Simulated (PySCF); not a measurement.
Mapped SMILES: `[CH3:1][O:2][c:3]1[n:4][s:5][c:6]([F:7])[c:8]1[F:9]`; H(Xn) means a hydrogen on atom n.

Geometry: GFN2-xTB; GIAO shifts from PySCF, gas phase, non-relativistic, averaged over equivalent atoms.

At PBE/pcSseg-1 (175 basis functions, 38 s wall time on 1 thread of an Arm Neoverse V1, shared host):
```
atoms  δ (ppm)
   C6    175.5
   C3    158.3
   C8    137.8
   C1     57.4
   O2    139.6
   N4    214.4
   F7   -146.4
   F9   -194.7
H(C1)     4.23
```

Shifts are taken against calculated references (same method and geometry level): ¹³C (σ = 182.62 ppm), ¹H (σ = 31.64 ppm) vs TMS; ¹⁷O (σ = 336.32 ppm) against H2O; ¹⁵N (σ = 267.34 ppm) vs NH3; CFCl3 for ¹⁹F (σ = 137.73 ppm).

**Question.** Estimate the result of repeating the calculation with wB97X/def2-SVPD.

**Answer.** 
```tsv
atoms	δ at wB97X/def2-SVPD	change
C6	171.3	-4.2
C3	155.0	-3.3
C8	129.1	-8.7
C1	53.7	-3.7
O2	96.4	-43.2
N4	202.9	-11.5
F7	-116.3	+30.1
F9	-158.9	+35.8
H(C1)	4.20	-0.03
```

Referencing at the same level of theory: ¹³C (σ = 196.42 ppm), ¹H (σ = 31.98 ppm) vs TMS; H2O for ¹⁷O (σ = 339.98 ppm); ¹⁵N (σ = 270.31 ppm) vs NH3; ¹⁹F (σ = 216.10 ppm) against CFCl3.

The largest change is at O2 (ether oxygen). Cost: 220 basis functions, 49 s wall time on 1 thread of an Arm Neoverse V1, shared host. The order of the carbon signals is the same at both levels.

Unscaled 19F shifts against computed CFCl3 carry errors that often reach 10 to 50 ppm. Experimental scales use liquid or dissolved standards, which lie at an offset from isolated NH3 (liquid NH3: subtract about 20 ppm) and H2O (liquid H2O: subtract about 36 ppm). Unscaled 15N shifts of sp2 nitrogen come out 20 to 40 ppm too high even then.
